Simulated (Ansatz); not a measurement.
Species: C$_{5}$H$_{9}$B, SMILES `BC(=C)/C=C\C` (charge 0, multiplicity 1).

Q: Give a relaxed geometry from CAM-B3LYP-D3(BJ)/def2-TZVP run with Ansatz (a quantum-chemistry and plane-wave program).

A: This is not unique; one that fits is the end point of this relaxation, one of several conformers (outside a Z-matrix the atoms follow the SMILES, hydrogens last).
Z-matrix (Å, degrees):
```
C
C 1 1.3418
H 2 1.0820 1 121.26
H 2 1.0860 3 116.63 1 -178.77
C 1 1.4697 2 119.52 3 178.28
C 5 1.3292 1 126.56 2 -157.27
H 6 1.0852 5 117.17 1 179.48
H 5 1.0861 6 117.52 7 2.00
C 6 1.4928 7 115.23 5 178.40
H 9 1.0891 6 112.79 7 -165.55
H 9 1.0916 10 107.71 6 -121.74
H 9 1.0923 10 107.75 11 -115.08
B 1 1.5387 2 114.83 3 -12.21
H 13 1.1906 1 121.29 2 -146.68
H 13 1.1919 14 119.19 1 -175.42
```
